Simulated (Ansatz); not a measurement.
```xyz
2

Cl    0.0000    0.0000    1.0075
Cl    0.0000    0.0000   -5.0377
```

Basis set: pcseg-2 (spherical functions). Charge 0, multiplicity 1.

Computed with Ansatz (development build ahead of 0.2.0); each method stands on the lowest determinant of its kind that the runs found.

Problem. Give the atomization energy at this shape (free ground-state atoms in the same class of orbitals less the molecule, no zero-point energy) of singlet Cl₂ in separate pieces by PBE (unrestricted), UHF.

Solution.

```csv
method,atomization energy
PBE (unrestricted),0.1 kJ/mol
UHF,0.1 kJ/mol
```

Caution: the shape is not the minimum; the unrestricted determinant is a mixture of spin states.
